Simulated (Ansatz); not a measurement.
Consider the formal exchange of groups at the Si–C bond: `CB(C)C[SiH3]` + `NC1CO1` → `[SiH3]C1CO1` + `CB(C)CN`.

Gas-phase electronic energies from Ansatz, PBE0-D4/def2-TZVP geometries. CCSD(T)/CBS is the MP2 limit (def2-TZVPP, def2-QZVPP) plus CCSD(T) − MP2 in def2-TZVPP, frozen cores. DFT in def2-TZVPP. B3LYP here is the variant with VWN-RPA as its local correlation; programs differ in this. Each species was taken in one conformer, which may not be the lowest.

```json
{"level": "B97M-V", "ΔE (kJ/mol)": "77.7"}
{"level": "B3LYP", "ΔE (kJ/mol)": "69.7"}
{"level": "r2SCAN0", "ΔE (kJ/mol)": "77.8"}
{"level": "MP2/def2-SVP", "ΔE (kJ/mol)": "81.7"}
{"level": "CCSD(T)/def2-SVP", "ΔE (kJ/mol)": "77.3"}
{"level": "CCSD/def2-TZVPP", "ΔE (kJ/mol)": "73.1"}
{"level": "HF/def2-QZVPP", "ΔE (kJ/mol)": "70.4"}
{"level": "CCSD/CBS(def2)", "ΔE (kJ/mol)": "71.7"}
```

Task: What does CCSD(T)/CBS give? (An estimate is asked.)

Result: Ansatz gave: +72.8 kJ/mol. The listed levels differ from it by 4.9, -3.1, 5.0, 8.9, 4.5, 0.3, -2.4, -1.1 kJ/mol.

Largest T1 diagnostic among the species: 0.012.

Leaving LDA and LC-ωPBE aside and taking each functional with its dispersion term where it has one, the values, not all of them listed here, spread over 7.6 kJ/mol, from BLYP-D4 to r2SCAN0-D4. LDA lies +4.8 kJ/mol from PBE without D4. At CCSD(T), def2-SVP lies +4.5 kJ/mol from the extrapolated value and def2-TZVPP +1.4 kJ/mol. From BLYP to BHLYP (50 % exact exchange), in def2-TZVPP and without D4, ΔE moves by +3.9 kJ/mol.
